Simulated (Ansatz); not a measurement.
The same atomization along the group B, Al, Ga, In.

Isolated molecules relaxed with PBE0-D4/def2-TZVP in Ansatz; ΔE leaves out vibrations. CCSD(T)/CBS adds triple-zeta CCSD(T) − MP2 to the extrapolated MP2 energy (def2 sets, frozen cores). This one scheme is used for every species, atoms too. For atomizations the MP2-based limit and the directly extrapolated one differ by several kJ/mol either way, and by 10 to 25 for some Ge, Se and Sn compounds, so smaller differences from it don't rank the levels. Open shells (•) are unrestricted, without spin–orbit coupling. Spin–orbit coupling would lower the free atoms: a little for Al, B, O, S, Si; clearly for Ga; strongly for In. def2 core potentials past Kr. For Ga, In outer-core shells are correlated without core-valence functions, so the limit isn't a true one: a few kJ/mol of doubt a bond, and 10 to 20 or more in all where bonds break to atoms. Scalar relativity is left out up to krypton. Each species was taken in one conformer, which may not be the lowest.

```tsv
reaction	CCSD(T)/def2-SVP (eV)	CCSD(T)/CBS(def2) (eV)
`OB(S)O[SiH3]` → B• + 5 H• + 2 O• + S• + Si•	36.49	39.03
`[OH][Al]([SH])[O][SiH3]` → Al• + 5 H• + 2 O• + S• + Si•	33.95	37.04
`[OH][Ga]([SH])[O][SiH3]` → Ga• + 5 H• + 2 O• + S• + Si•	31.74	34.52
`[OH][In]([SH])[O][SiH3]` → In• + 5 H• + 2 O• + S• + Si•	29.83	32.96
```

Largest T1 diagnostic: 0.018, for Al•.
